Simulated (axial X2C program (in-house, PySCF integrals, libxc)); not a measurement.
# Worked dissociation energy of HfP: PBE0, spin-free

All values were computed with an axial X2C code built on PySCF integrals. Spin-free means the one-electron spin-free X2C Hamiltonian. Basis: Hf dyall-cv3z [13s14p9d7f4g], P dyall-v3z [8s7p2d1f] (cores contracted in-house); Gaussian nuclei, density fitting, unrestricted open shells. Masses: Hf 179.947 u, P 30.974 u.

Molecular state: M_S = 1/2, Λ = 0 (beyond evenly filled blocks: σα).

```
E(Hf) (2M_S = 2, M_L = 0) : -15078.521579 hartree
E(P) (2M_S = 3, M_L = 0)  : -341.969706 hartree
E(HfP) at Re              : -15420.636850 hartree
ωe                        : 519.0 cm⁻¹
ωexe                      : 1.13 cm⁻¹
```

**Question.** Work out De and D0.

**Answer.** De = -15078.521579 + (-341.969706) − (-15420.636850) = 0.14557 hartree = 3.961 eV. The zero-point energy is ωe/2 − ωexe/4 = 259 cm⁻¹ = 0.032 eV, so D0 = 3.929 eV.

One determinant describes the state; a PBE0 search over occupations chose it and may have missed a lower one. Dissociation energies refer to the lowest single-determinant-based atoms at the same level and basis.

Each atomic determinant is the lowest at this level and need not be a pure term. Totals compare only within one Hamiltonian and basis.
